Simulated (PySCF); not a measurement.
# Excitation energy of N²⁺ by level of theory

N²⁺ [He] 2s2 2p1 (2P) → N²⁺ [He] 2s1 2p1 3s1 (4P), as a difference of total energies. Calculation: PySCF 2.14, in aug-cc-pCVTZ-DK with one added diffuse shell each of s, p, d, f type (8s7p5d3f, 75 functions); scalar relativity by spin-free X2C-1e. Correlated levels: valence: 1s2 frozen. The calculations carry no spin-orbit coupling.

```json
{"method": "UHF", "excitation energy (eV)": "33.679"}
{"method": "MP2 (valence)", "excitation energy (eV)": "35.027"}
{"method": "SCS-MP2 (valence)", "excitation energy (eV)": "35.414"}
{"method": "CCSD (valence)", "excitation energy (eV)": "35.588"}
{"method": "CCSD(T) (valence)", "excitation energy (eV)": "35.614"}
```

Problem. How much does correlation contribute at CCSD(T) (valence)?

Solution. 35.614 − (33.679) = 1.935 eV, measured against UHF.

The promoted electron is Rydberg-like, and one or two diffuse shells describe it only roughly, which tends to raise the upper state.
